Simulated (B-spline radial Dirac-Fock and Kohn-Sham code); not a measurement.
Level of theory: the Dirac equation of a negative muon with reduced mass in the field of a spherical finite nucleus, with the Uehling potential to all orders; nuclear polarisation, deformation, hyperfine structure, self-energy, higher-order vacuum polarisation, relativistic recoil and electron screening are left out; a B-spline atomic structure program. The nuclear charge is a Fermi distribution (skin thickness 2.3 fm).

Question: A muonic atom of atomic mass 50.95 u emits these computed lines: 2p3/2 → 1s1/2 1173 keV, 3d5/2 → 2p3/2 245.5 keV, 4f7/2 → 3d5/2 85.66 keV, 5g9/2 → 4f7/2 39.57 keV. Which element is it, and what rms charge radius was used?

Answer: Manganese (Z = 25, nuclide ⁵¹Mn); the high transitions hardly feel the nucleus and fix Z. The 2p → 1s line lies 156.9 keV below the value for a point nucleus without QED, which for this nuclear model gives a radius near 3.70 fm (3.7026 fm was used).
